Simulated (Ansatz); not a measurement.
Cost and result for the atomization energy of `C[Si@@H]1N[C@H]1F` (11 atoms, 11 bonds).

```xyz
11

C     0.163    0.414    1.704
Si    0.407    0.493   -0.136
N    -0.855    0.163   -1.225
C     0.049   -0.932   -1.261
F     0.683   -1.126   -2.478
H     1.126    0.315    2.212
H    -0.310    1.330    2.069
H    -0.467   -0.433    1.979
H     1.352    1.562   -0.534
H    -1.843    0.120   -1.408
H    -0.306   -1.906   -0.921
```

Total charge 0; spin multiplicity 1. All single points use the PBE0-D4/def2-TZVP geometry. Program: Ansatz. All runs use 4 threads of an INTEL XEON PLATINUM 8581C on a shared host. Times are those of one run each, without the atoms' runs, and a repeat can differ threefold. Electronic energies, without spin–orbit coupling; frozen cores. CCSD(T)/CBS adds CCSD(T) − MP2 in def2-TZVPP to the MP2 limit, and its time is that of the two runs behind it. T1 = 0.012. B3LYP takes the VWN-RPA correlation (the form of Gaussian; ORCA's B3LYP/G).

CCSD(T)/CBS is a level of theory with its own doubt, some kJ/mol a heavy atom from the limit and from the frozen cores, so smaller differences don't rank the functionals.

| level | functions | wall time |
| --- | --- | --- |
| LDA (SPW92)/def2-TZVPP | 250 | 0.7 s |
| revPBE-D4/def2-TZVPP | 250 | 0.95 s |
| BLYP-D4/def2-TZVPP | 250 | 1.1 s |
| BHLYP-D4/def2-TZVPP | 250 | 1.6 s |
| CAM-B3LYP-D4/def2-TZVPP | 250 | 1.8 s |
| B3LYP-D4/def2-TZVPP (with forces) | 250 | 2.2 s |
| CCSD(T)/def2-SVP | 104 | 2.3 s |
| PBE-QIDH/def2-TZVPP | 250 | 2.7 s |
| ωB97X-V/def2-TZVPP | 250 | 3.4 s |
| ωB97M-V/def2-TZVPP (with forces) | 250 | 4.7 s |
| MP2/def2-QZVPP | 478 | 12 s |
| CCSD(T)/def2-TZVPP | 250 | 55 s |
| CCSD(T)/CBS(def2) | – | 66 s |

What atomization energy does each give, and how far from CCSD(T)/CBS? (Best estimate.)

The calculation gave: 
```tsv
level	atomization (kJ/mol)	difference from CCSD(T)/CBS	per bond
LDA (SPW92)/def2-TZVPP	4665.9	644.7	58.6
revPBE-D4/def2-TZVPP	4022.8	1.6	0.1
BLYP-D4/def2-TZVPP	4033.7	12.5	1.1
BHLYP-D4/def2-TZVPP	3894.4	-126.8	-11.5
CAM-B3LYP-D4/def2-TZVPP	4053.1	31.9	2.9
B3LYP-D4/def2-TZVPP (with forces)	4030.0	8.8	0.8
CCSD(T)/def2-SVP	3758.8	-262.4	-23.9
PBE-QIDH/def2-TZVPP	3996.9	-24.3	-2.2
ωB97X-V/def2-TZVPP	4051.1	29.9	2.7
ωB97M-V/def2-TZVPP (with forces)	4047.7	26.5	2.4
MP2/def2-QZVPP	4044.8	23.6	2.1
CCSD(T)/def2-TZVPP	3902.6	-118.6	-10.8
CCSD(T)/CBS(def2)	4021.2	0.0	0.0
```

From PBE to PBE0 (25 % exact exchange), in def2-TZVPP and without D4, the atomization energy moves by −85.5 kJ/mol: exact exchange takes away binding that semilocal exchange gives to molecules. The D4 term adds +32.4 kJ/mol with B3LYP and +16.9 kJ/mol with PBE0; it sums over pairs of atoms, weighted by their polarisabilities, and B3LYP, whose exchange is more repulsive, gets the larger term. At CCSD(T), def2-SVP lies −262.5 kJ/mol from the extrapolated value and def2-TZVPP −118.6 kJ/mol: correlation converges slowly with the basis, and small sets miss more of it in the bonded molecule than in its fragments.
